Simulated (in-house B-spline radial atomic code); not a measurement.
Values are calculated unless marked as measured or tabulated.
**C6 from the polarisability at imaginary frequency: the lead ion Pb²⁺**

B3LYP (VWN-RPA) linear response of the closed shell [Xe] 4f14 5d10 6s2, from a B-spline radial code for spherical atoms; scalar-relativistic (spin-free one-electron X2C), finite nucleus, no spin-orbit coupling; shells from n = 4 respond.

The dispersion coefficient of two like species is C6 = (3/π) ∫ α(iu)² du from 0 to ∞.

| u (hartree) | α(iu) (bohr³) |
| --- | --- |
| 0 | 13.52 |
| 0.156 | 12.43 |
| 0.364 | 9.533 |
| 0.624 | 6.784 |
| 1.04 | 4.454 |
| 1.56 | 3.01 |
| 2.34 | 1.909 |
| 3.64 | 1.072 |
| 5.2 | 0.641 |
| 7.79 | 0.3483 |
| 13 | 0.1593 |
| 26 | 0.05402 |

Fit one oscillator, α(iu) = α(0)/(1 + u²/ω²), through u = 0.624 and estimate C6.

From α(0)/α(iu) − 1 = 13.52/6.784 − 1 = 0.9929, ω = u/√0.9929 = 0.6262 hartree (17.0 eV). London's formula gives C6 = (3/4) α(0)² ω = 0.75 × 13.52² × 0.6262 = 85.85 hartree·bohr⁶, and the oscillator holds f = α(0) ω² = 5.30 electrons, of a sum of oscillator strengths of 59.1.

How does that compare with the full integral?

The program's quadrature over all excitations gives C6 = 93.88, so the single oscillator is off by -8.5 %. At the last point the fit gives α = 0.00784 against 0.054: higher excitations, and deeper shells where there are any, keep the true curve higher at large u.
